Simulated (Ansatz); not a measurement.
Consider the ligand exchange at the Al–C bond: `C=C=[C]([AlH2])[SiH3]` + `C/C=C/N` → `C/C=C\[NH][AlH2]` + `C=C=C[SiH3]`.

Computed with Ansatz on PBE0-D4/def2-TZVP structures; ΔE is electronic, products minus reactants. CBS: MP2 limit from def2 TZ/QZ plus the TZ coupled-cluster correction, frozen cores. Double bonds are as drawn, so ΔE can hold a change between cis and trans. Functionals use def2-TZVPP. B3LYP here is the variant with VWN-RPA as its local correlation; programs differ in this. One conformer a species, not always the lowest.

| level | ΔE (kcal/mol) | difference from CCSD(T)/CBS |
| --- | --- | --- |
| PBE-D4 | -14.2 | 1.3 |
| r2SCAN-D4 | -14.8 | 0.7 |
| B3LYP-D4 | -15.6 | -0.1 |
| ωB97X-V | -15.0 | 0.5 |
| ωB97M-V | -15.0 | 0.5 |
| PBE | -14.4 | 1.1 |
| r2SCAN | -14.9 | 0.6 |
| HF/def2-TZVPP | -15.2 | 0.3 |
| MP2/def2-TZVPP | -15.0 | 0.5 |
| SCS-MP2/def2-TZVPP | -15.6 | -0.1 |
| CCSD/def2-TZVPP | -16.0 | -0.5 |
| CCSD(T)/def2-TZVPP | -15.8 | -0.3 |
| MP2/def2-QZVPP | -14.9 | 0.6 |
| SCS-MP2/def2-QZVPP | -15.4 | 0.1 |
| MP2/CBS(def2) | -14.7 | 0.8 |
| CCSD/CBS(def2) | -15.7 | -0.2 |
| CCSD(T)/CBS | -15.5 | 0 |

Largest T1 diagnostic among the species: 0.013.
